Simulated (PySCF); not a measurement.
Does the structure fit the spectrum?

A compound C$_{6}$H$_{10}$N$_{2}$ gives the data below (simulated from a calculation) and was assigned the structure `Cc1n[nH]c(C)c1C`.

13C{1H} NMR (computed): δ 159.3 (C), 142.1 (C), 107.9 (CH), 26.6 (CH2), 19.7 (CH3), 12.6 (CH3).

1H NMR (400 MHz, computed): δ 8.81 (br s, 1H), 5.97 (s, 1H), 2.68 (q, 2H), 2.40 (s, 3H), 1.20 (t, 3H).

Method: NMR shieldings at PBE0/pcSseg-1/GIAO, geometry from GFN2-xTB, in PySCF (non-relativistic, one conformer, no solvent model, fast rotation and ring inversion assumed for equivalent nuclei).

Referencing at the same level of theory: TMS for 1H (σref 31.72), 13C (σref 186.93).

Question: Compare with the shifts computed for the proposed structure, pairing carbons in order of shift.

Answer: Atoms are numbered as in `[CH3:1][c:2]1[n:3][nH:4][c:5]([CH3:6])[c:7]1[CH3:8]`. Hydrogens are named by the atom that carries them.

```csv
atom,computed for proposal,given list,difference
C2,152.0,159.3,-7.3
C5,137.8,142.1,-4.3
C7,115.5,107.9,+7.6
C1,14.8,26.6,-11.8
C6,12.2,19.7,-7.5
C8,9.8,12.6,-2.8
```

The rms difference is 7.4 ppm and the largest -11.8 ppm at C1 (methyl carbon on an aromatic ring). The carbon types in order of shift don't match either: C, C, C, CH3, CH3, CH3 for the proposal against C, C, CH, CH2, CH3, CH3 in the data. The proposal doesn't fit.

Question: Which isomer fits?

Answer: `CCc1cc(C)[nH]n1`.

- Carbon types of the structure: 2 × C, 1 × CH, 1 × CH2, 2 × CH3, leaving 1 H on heteroatoms.
- δC 159.3, 142.1: substituted aromatic carbon next to a ring nitrogen.
- δC 107.9: aromatic CH.
- δC 26.6: sp3 CH2 on an aromatic ring; saturated and bonded to C and H only.
- δH 8.81: hydrogen on a pyrrole-type ring nitrogen; exchangeable; this is the value without hydrogen bonding to other molecules.

The data come from this structure; uniqueness wasn't tested.

OH and NH positions are those of a molecule without intermolecular hydrogen bonds; in solution they move with solvent, concentration and temperature, and exchange usually removes their couplings. Shifts are as computed. Against solution values, carbons near 30 ppm lie about +3 ppm off and those near 130 ppm about +5 ppm. Of 1211 compounds with measured shifts, 218 miss one by over three times the rms of a fit or turn the order of signals round; such compounds aren't used in these exercises. Multiplicities follow the n + 1 count of equivalent neighbours, as no J values were calculated; m marks all less simple cases, F and P coupling included.
